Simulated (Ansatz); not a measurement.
This geometry of a periodic cell of 13 atoms, GaOs$_{12}$ (surface Os(0001), adsorbate Ga) is a first-order saddle point. Atoms 1 to 4 are held.

All numbers below come from DFT PBE-D3(BJ), scalar-relativistic, plane waves, PAW (Ansatz). Settings: cutoff 420 eV, k mesh 4x4x1, fermi-dirac smearing 0.1 eV, no spin polarisation.

```xyz
13
Lattice="5.4800 0.0000 0.0000 2.7400 4.7458 0.0000 0.0000 0.0000 16.3265" Properties=species:S:1:pos:R:3
Os 0.000 0.000 1.000
Os 2.740 0.000 1.000
Os 1.370 2.373 1.000
Os 4.110 2.373 1.000
Os 0.006 1.581 3.088
Os 2.734 1.581 3.088
Os 1.370 3.945 3.085
Os 4.110 3.949 3.092
Os -0.056 -0.001 5.205
Os 2.796 -0.001 5.206
Os 1.369 2.381 5.194
Os 4.111 2.344 5.183
Ga 4.109 4.910 7.333
```

Problem. Which two structures does it join? (They come from a converged band through this point; their orientation in space is the band's.)

Solution. The atom that moves furthest is Ga13, by 1.58 Å; four of its nearest neighbours are Os12 2.60, Os10 2.60, Os9 2.60, Os11 3.76 Å at the first end and Os11 2.61, Os9 2.61, Os10 2.61, Os12 3.78 Å at the last.

First end point:

```xyz
13
Lattice="5.4800 0.0000 0.0000 2.7400 4.7458 0.0000 0.0000 0.0000 16.3265" Properties=species:S:1:pos:R:3
Os 0.000 0.000 1.000
Os 2.740 0.000 1.000
Os 1.370 2.373 1.000
Os 4.110 2.373 1.000
Os 0.004 1.585 3.089
Os 2.736 1.584 3.089
Os 1.370 3.950 3.089
Os 4.110 3.955 3.092
Os -0.052 0.030 5.201
Os 2.791 0.030 5.201
Os 1.370 2.373 5.179
Os 4.110 2.314 5.201
Ga 4.111 3.954 7.218
```

Last end point:

```xyz
13
Lattice="5.4800 0.0000 0.0000 2.7400 4.7458 0.0000 0.0000 0.0000 16.3265" Properties=species:S:1:pos:R:3
Os 0.000 0.000 1.000
Os 2.740 0.000 1.000
Os 1.370 2.373 1.000
Os 4.110 2.373 1.000
Os 0.001 1.582 3.090
Os 2.739 1.582 3.090
Os 1.370 3.955 3.082
Os 4.110 3.956 3.090
Os -0.043 -0.025 5.205
Os 2.783 -0.025 5.205
Os 1.370 2.423 5.205
Os 4.110 2.373 5.181
Ga 4.110 5.537 7.245
```

Problem. How far does it lie above each of them?

Solution. 0.090 eV above the first and 0.055 eV above the second. This is the barrier of this one path; another mechanism may lie lower. Limits of this set-up: coarse k mesh, thin slab, slab without dipole correction, a typed lattice constant that wasn't relaxed here.

Run time: 6.2 min on 4 threads of Intel(R) Xeon(R) 6975P-C (Granite Rapids), with other jobs on the host, peak memory 3.8 GiB.
